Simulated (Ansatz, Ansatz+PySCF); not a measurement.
```yaml
atoms:
  - { symbol: Sc, position_ang: [-0.0501, 0.1772, -0.4824] }
  - { symbol: O, position_ang: [-0.0904, -0.1358, 1.1797] }
```

Basis set: def2-SVP (spherical functions). Left uncorrelated: 6 orbitals. Charge 0, multiplicity 2.

Computed with Ansatz (development build ahead of 0.2.0); each method stands on the lowest determinant of its kind that the runs found.

Give the atomization energy at this shape (free ground-state atoms in the same class of orbitals less the molecule, no zero-point energy) of doublet ScO by UHF-MP2, UHF.

```json
{"method": "UHF-MP2", "atomization energy": "7.15 eV"}
{"method": "UHF", "atomization energy": "2.93 eV"}
```
